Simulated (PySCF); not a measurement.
Electron correlation in Pt²⁺ (platinum, charge +2)

[Xe] 4f14 5d8, high-spin 3F determinant. Calculation: PySCF 2.14, in def2-TZVPPD with the def2 core potential (60 electrons) (6s5p3d2f1g, 59 functions); a scalar-relativistic core potential. Frozen: 5s2 5p6; 8 electrons correlated.

```
  level  correlation energy (mhartree)
   CCSD                        -191.13
    (T)                          -5.47
CCSD(T)                        -196.60
```

Diagnostics: T1 = 0.0025, D1 = 0.0039, largest double amplitude 0.033.

Spin-orbit coupling, absent here, splits the open shell strongly.

Cost of the coupled-cluster step: about 5 core-seconds, for 8 correlated electrons.

Iterations:

```
CC2 = 0
CCSD nocc = (np.int64(5), np.int64(3)), nmo = (55, 55)
frozen orbitals [[0, 1, 2, 3], [0, 1, 2, 3]]
max_cycle = 100
direct = 0
conv_tol = 1e-08
conv_tol_normt = 1e-06
diis_space = 8
diis_start_cycle = 0
Init t2, MP2 energy = -0.191134301691234
Init E_corr(UCCSD) = -0.191134301696126
cycle = 1  E_corr(UCCSD) = -0.189500982399839  dE = 0.0016333193  norm(t1,t2) = 0.0212277
cycle = 2  E_corr(UCCSD) = -0.190471526457965  dE = -0.000970544058  norm(t1,t2) = 0.0102356
cycle = 3  E_corr(UCCSD) = -0.191096549648205  dE = -0.00062502319  norm(t1,t2) = 0.00642649
cycle = 4  E_corr(UCCSD) = -0.191127978146937  dE = -3.14284987e-05  norm(t1,t2) = 0.00192738
cycle = 5  E_corr(UCCSD) = -0.191118710955586  dE = 9.26719135e-06  norm(t1,t2) = 0.000554807
cycle = 6  E_corr(UCCSD) = -0.191126185785861  dE = -7.47483028e-06  norm(t1,t2) = 0.00016758
cycle = 7  E_corr(UCCSD) = -0.191126432050888  dE = -2.46265027e-07  norm(t1,t2) = 2.34682e-05
cycle = 8  E_corr(UCCSD) = -0.191126166076086  dE = 2.65974801e-07  norm(t1,t2) = 4.51246e-06
cycle = 9  E_corr(UCCSD) = -0.191126190940075  dE = -2.48639885e-08  norm(t1,t2) = 1.12684e-06
cycle = 10  E_corr(UCCSD) = -0.19112619618281  dE = -5.24273491e-09  norm(t1,t2) = 2.66975e-07
UCCSD converged
E(UCCSD) = -117.6908217020319  E_corr = -0.1911261961828096
UCCSD(T) correction = -0.00546705738117479
```
